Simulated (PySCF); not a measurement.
Se(Cl)4 cation (Cl₄Se), SMILES Cl[Se](Cl)(Cl)Cl (connectivity only; charge and spin as stated), charge +1, multiplicity 2. Atoms are numbered in the order given.

```xyz
5

Se     0.0000     0.0000    -0.2051
Cl     1.6576     0.0000     1.1153
Cl     0.0000    -2.1342    -0.9102
Cl    -1.6576     0.0000     1.1153
Cl     0.0000     2.1342    -0.9102
```
Charge +1, spin multiplicity 2.

The structure is a stationary point at PBE0-D3(BJ)/def2-SVP. The multiplicity is an assumed one; other spin states were not compared. The isomer is the one that the SMILES or the coordinates give; other isomers of the formula were not compared.

All values below come from CAM-B3LYP/def2-TZVP (PySCF).

ESP charges are fitted to the potential on shells at 1.4 to 2.0 van der Waals radii. Atomic charges (e):

| atom | meta-Löwdin | ESP fit | Mulliken | Mulliken spin |
|---|---|---|---|---|
| Se1 | … | 0.09 | 0.74 | 0.06 |
| Cl2 | … | 0.23 | 0.09 | 0.04 |
| Cl3 | … | 0.22 | 0.03 | 0.42 |
| Cl4 | … | 0.23 | 0.09 | 0.04 |
| Cl5 | … | 0.22 | 0.03 | 0.42 |

### Question
Some entries are withheld; supply them. (Estimate from the structure and the level; the computed values follow.)

### Answer

- Se1, meta-Löwdin: 1.15
- Cl2, meta-Löwdin: -0.01
- Cl3, meta-Löwdin: -0.07
- Cl4, meta-Löwdin: -0.01
- Cl5, meta-Löwdin: -0.07

Computed Mayer and Wiberg (Löwdin basis) orders of the bonds:
```csv
bond,Mayer,Wiberg
Se1–Cl2,1.22,1.72
Se1–Cl3,0.97,1.47
Se1–Cl4,1.22,1.72
Se1–Cl5,0.97,1.47
```
